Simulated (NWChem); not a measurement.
SeO, triplet; SMILES [Se]=O

All runs: NWChem. Spin-unrestricted. Structure relaxed at the PBE0/def2-SVP, spin-unrestricted level. No stability test was run on the SCF state. Vertical excitations in the gas phase. Excited states of an open shell can be spin-contaminated.

Q: Estimate the computed values for B3LYP/def2-SVPD, TDA. Quantities: lowest excitation (eV); lowest empty minus highest occupied level, either spin (eV).

A: 
| Item | Result |
|---|---|
| lowest excitation (eV) | 3.78 |
| lowest empty minus highest occupied level, either spin (eV) | 3.32 |
